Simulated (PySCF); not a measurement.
## `[C@H]1(C(F)(F)F)C[P@H]1=[Se]`, C3H4F3PSe

Geometry (Å), atoms numbered from 1 in this order:
```xyz
12

F     1.308   -2.041    0.564
C     1.251   -0.752    0.176
F     2.291   -0.563   -0.646
F     1.474   -0.020    1.272
C    -0.051   -0.418   -0.480
C    -1.233   -0.122    0.460
P    -0.608    1.342   -0.438
Se    0.397    3.006    0.271
H    -0.238   -1.052   -1.340
H    -2.180   -0.574    0.197
H    -1.011   -0.172    1.520
H    -1.398    1.365   -1.584
```

Computed with TDDFT CAM-B3LYP/def2-SVPD circular dichroism and optical rotation, one conformer, gas phase (PySCF). Geometry: GFN2-xTB.

The calculation is non-relativistic, which matters for the atoms heavier than Zn.

**Question.** What are the CIP labels of the stereocentres?

**Answer.** C5 S, P7 R.

**Question.** List the lowest 16 singlet excitations with oscillator and rotatory strengths.

**Answer.** Rotatory strengths R in 10⁻⁴⁰ esu² cm², velocity form and length form (origin at the centre of mass); f in length form.
| state | E (eV) | λ (nm) | f | R (velocity) | R (length) | main |
| --- | --- | --- | --- | --- | --- | --- |
| 1 | 4.30 | 288 | 0.009 | -0.7 | -0.7 | HOMO→LUMO 0.94 |
| 2 | 4.55 | 273 | 0.011 | -3.2 | -3.6 | HOMO−1→LUMO 0.92 |
| 3 | 4.99 | 248 | 0.002 | -15.8 | -15.4 | HOMO−1→LUMO+1 0.87 |
| 4 | 5.23 | 237 | 0.069 | +9.4 | +8.7 | HOMO→LUMO+1 0.73, HOMO−1→LUMO+2 0.09 |
| 5 | 5.47 | 227 | 0.006 | +13.7 | +13.4 | HOMO→LUMO+2 0.83 |
| 6 | 6.07 | 204 | 0.155 | +0.8 | +1.9 | HOMO−1→LUMO+2 0.74, HOMO−1→LUMO+3 0.09 |
| 7 | 6.29 | 197 | 0.049 | -3.7 | -3.5 | HOMO→LUMO+4 0.52, HOMO→LUMO+3 0.31 |
| 8 | 6.63 | 187 | 0.108 | -6.5 | -7.5 | HOMO−1→LUMO+4 0.65, HOMO−1→LUMO+3 0.14 |
| 9 | 6.83 | 181 | 0.027 | +8.0 | +7.5 | HOMO→LUMO+3 0.51, HOMO→LUMO+4 0.37 |
| 10 | 7.12 | 174 | 0.021 | -3.8 | -3.6 | HOMO−1→LUMO+3 0.42, HOMO−1→LUMO+4 0.21 |
| 11 | 7.18 | 173 | 0.003 | +5.2 | +5.1 | HOMO→LUMO+6 0.54, HOMO→LUMO+5 0.11 |
| 12 | 7.21 | 172 | 0.017 | -13.4 | -12.8 | HOMO→LUMO+5 0.47, HOMO→LUMO+6 0.30 |
| 13 | 7.41 | 167 | 0.017 | +3.2 | +3.0 | HOMO−1→LUMO+6 0.81 |
| 14 | 7.46 | 166 | 0.006 | +2.1 | +2.3 | HOMO−1→LUMO+5 0.51, HOMO−1→LUMO+3 0.15 |
| 15 | 7.51 | 165 | 0.020 | -23.1 | -22.4 | HOMO→LUMO+7 0.49, HOMO→LUMO+10 0.14 |
| 16 | 7.79 | 159 | 0.021 | +9.1 | +9.2 | HOMO−1→LUMO+7 0.50, HOMO−1→LUMO+10 0.13 |

Among the states computed, the strongest CD band (largest |R|) is state 15. The largest dissymmetry factor in size, g = 4R/(D+G), with D and G the electric and magnetic dipole strengths, is -0.054 for state 3 (velocity form, f = 0.002), among bands with |R| over 0.5. The mirror image has the same energies and oscillator strengths and all R with the opposite sign.
